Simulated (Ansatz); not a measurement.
C₆H₁₀O₂Sn (`CC1=CC(C)=[O+][Sn-]([CH3])[O]1`). Charge 0, multiplicity 1. Sn takes the def2 core potential. Geometry: relaxed with PBE0-D4/def2-TZVP.

```xyz
19

C    -0.658   -2.530    0.939
C     0.070   -1.314    0.454
C    -0.420   -0.633   -0.666
C     0.187    0.455   -1.302
C    -0.425    0.994   -2.559
O     1.244    1.044   -0.927
Sn    2.288    0.797    0.956
C     0.716    1.925    1.987
O     1.109   -1.013    1.114
H    -0.934   -2.384    1.986
H     0.020   -3.386    0.903
H    -1.549   -2.747    0.353
H    -1.321   -1.022   -1.117
H     0.304    0.915   -3.369
H    -1.337    0.470   -2.840
H    -0.639    2.056   -2.423
H     0.767    1.742    3.065
H    -0.273    1.633    1.627
H     0.850    2.998    1.819
```

Question: What is the dipole moment at ωB97M-V/def2-TZVPP? (Estimate.)

Answer: Computed: 2.65 D, with components (-2.14, -1.03, -1.18) D in this frame, pointing from negative to positive charge.

Question: And with PBE, r2SCAN, B3LYP? (An estimate is asked.)

Answer: Ansatz gave: PBE 2.51 D, r2SCAN 2.67 D, B3LYP 2.60 D.

Question: Give the Mulliken charges with ωB97M-V, PBE, r2SCAN in def2-TZVPP. (Best estimate.)

Answer: The calculation gave: 
| atom | ωB97M-V | PBE | r2SCAN |
| --- | --- | --- | --- |
| C1 | -0.29 | -0.24 | -0.14 |
| C2 | 0.35 | 0.29 | 0.39 |
| C3 | -0.30 | -0.27 | -0.33 |
| C4 | 0.35 | 0.29 | 0.39 |
| C5 | -0.29 | -0.24 | -0.14 |
| O6 | -0.49 | -0.41 | -0.49 |
| Sn7 | 0.66 | 0.63 | 0.67 |
| C8 | -0.64 | -0.59 | -0.51 |
| O9 | -0.49 | -0.41 | -0.49 |
| H10 | 0.12 | 0.10 | 0.07 |
| H11 | 0.12 | 0.10 | 0.07 |
| H12 | 0.10 | 0.08 | 0.04 |
| H13 | 0.08 | 0.07 | 0.06 |
| H14 | 0.12 | 0.10 | 0.07 |
| H15 | 0.10 | 0.08 | 0.04 |
| H16 | 0.12 | 0.10 | 0.07 |
| H17 | 0.13 | 0.10 | 0.08 |
| H18 | 0.11 | 0.09 | 0.07 |
| H19 | 0.13 | 0.10 | 0.08 |

B3LYP here is the variant with VWN-RPA as its local correlation; programs differ in this.
